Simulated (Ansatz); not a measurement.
`C[OH+][B-](C)(C)F`. Charge 0, multiplicity 1. All single points use the PBE0-D4/def2-TZVP geometry. It is one conformer, not always the lowest.

```xyz
16

C     0.431   -0.706    1.960
O    -0.534   -0.378    0.953
B     0.089   -0.075   -0.678
C    -1.268   -0.074   -1.512
C     0.924    1.268   -0.528
F     0.859   -1.217   -0.857
H     1.093   -1.499    1.610
H     1.005    0.199    2.144
H    -0.087   -1.002    2.872
H    -1.139   -1.120    0.834
H    -1.035    0.071   -2.572
H    -1.947    0.732   -1.221
H    -1.814   -1.023   -1.449
H     1.275    1.576   -1.519
H     0.330    2.095   -0.132
H     1.819    1.155    0.093
```

Task: What is the dipole moment at B3LYP/def2-TZVPP? (Best estimate.)

Result: The calculation gave: 3.77 D, with components (-1.15, -0.81, 3.49) D in this frame, pointing from negative to positive charge.

Task: And with PBE, r2SCAN, ωB97M-V? (Estimate.)

Result: Ansatz gave: PBE 3.68 D, r2SCAN 3.73 D, ωB97M-V 3.77 D.

Task: Give the Mulliken charges with B3LYP, PBE, ωB97M-V in def2-TZVPP. (Estimate.)

Result: The calculation gave: 
| atom | B3LYP | PBE | ωB97M-V |
| --- | --- | --- | --- |
| C1 | -0.16 | -0.17 | -0.21 |
| O2 | -0.14 | -0.08 | -0.11 |
| B3 | 0.33 | 0.24 | 0.25 |
| C4 | -0.36 | -0.38 | -0.41 |
| C5 | -0.38 | -0.40 | -0.43 |
| F6 | -0.33 | -0.28 | -0.31 |
| H7 | 0.14 | 0.13 | 0.16 |
| H8 | 0.12 | 0.11 | 0.13 |
| H9 | 0.13 | 0.12 | 0.14 |
| H10 | 0.19 | 0.19 | 0.19 |
| H11 | 0.09 | 0.09 | 0.10 |
| H12 | 0.09 | 0.09 | 0.11 |
| H13 | 0.06 | 0.06 | 0.08 |
| H14 | 0.08 | 0.09 | 0.10 |
| H15 | 0.09 | 0.09 | 0.11 |
| H16 | 0.07 | 0.08 | 0.09 |

B3LYP here is the variant with VWN-RPA as its local correlation; programs differ in this.
